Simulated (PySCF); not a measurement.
ZnBr2, SMILES [Br][Zn][Br].

Geometry optimised at B3LYP-D3(BJ)/def2-SVP. The isomer is the one that the SMILES or the coordinates give; other isomers of the formula were not compared.

All values below come from TDDFT-CAM-B3LYP/def2-SVPD (PySCF).

Vertical excitations; the highest root listed may be one member of a degenerate set.  State labels are in the subgroup D2h.

Computed lowest excited states:
```json
[
 {"state": "S1", "symmetry": "B2g", "energy (eV)": "5.39", "λ (nm)": "230", "f": "0.000", "main pairs": "HOMO−1→LUMO (degenerate set)"},
 {"state": "S2", "symmetry": "B3g", "energy (eV)": "5.39", "λ (nm)": "230", "f": "0.000", "main pairs": "HOMO→LUMO (degenerate set)"},
 {"state": "S3", "symmetry": "B3u", "energy (eV)": "5.85", "λ (nm)": "212", "f": "0.051", "main pairs": "HOMO−2→LUMO (degenerate set)"},
 {"state": "S4", "symmetry": "B2u", "energy (eV)": "5.85", "λ (nm)": "212", "f": "0.051", "main pairs": "HOMO−3→LUMO (degenerate set)"},
 {"state": "S5", "symmetry": "Au", "energy (eV)": "6.79", "λ (nm)": "183", "f": "0.000", "main pairs": "HOMO−1→LUMO+1, HOMO→LUMO+2 (degenerate set)"},
 {"state": "S6", "symmetry": "B1u", "energy (eV)": "6.79", "λ (nm)": "183", "f": "0.039", "main pairs": "HOMO−4→LUMO, HOMO→LUMO+1, HOMO−1→LUMO+2 (degenerate set)"},
 {"state": "S7", "symmetry": "B1u", "energy (eV)": "6.82", "λ (nm)": "182", "f": "0.000", "main pairs": "HOMO−1→LUMO+2, HOMO→LUMO+1 (degenerate set)"},
 {"state": "S8", "symmetry": "Au", "energy (eV)": "6.82", "λ (nm)": "182", "f": "0.000", "main pairs": "HOMO→LUMO+2, HOMO−1→LUMO+1 (degenerate set)"},
 {"state": "S9", "symmetry": "B1g", "energy (eV)": "7.16", "λ (nm)": "173", "f": "0.000", "main pairs": "HOMO−2→LUMO+1 49 %, HOMO−3→LUMO+2 49 %"},
 {"state": "S10", "symmetry": "B1g", "energy (eV)": "7.24", "λ (nm)": "171", "f": "0.000", "main pairs": "HOMO−3→LUMO+2 49 %, HOMO−2→LUMO+1 49 %"},
 {"state": "T1", "symmetry": "B2g", "energy (eV)": "5.08", "λ (nm)": "244", "f": "0", "main pairs": "HOMO−1→LUMO (degenerate set)"},
 {"state": "T2", "symmetry": "B3g", "energy (eV)": "5.08", "λ (nm)": "244", "f": "0", "main pairs": "HOMO→LUMO (degenerate set)"},
 {"state": "T3", "symmetry": "B3u", "energy (eV)": "5.45", "λ (nm)": "228", "f": "0", "main pairs": "HOMO−2→LUMO (degenerate set)"},
 {"state": "T4", "symmetry": "B2u", "energy (eV)": "5.45", "λ (nm)": "228", "f": "0", "main pairs": "HOMO−3→LUMO (degenerate set)"}
]
```
Triplets are in the Tamm–Dancoff approximation, which puts them higher than full response would, so one can lie above its singlet here.
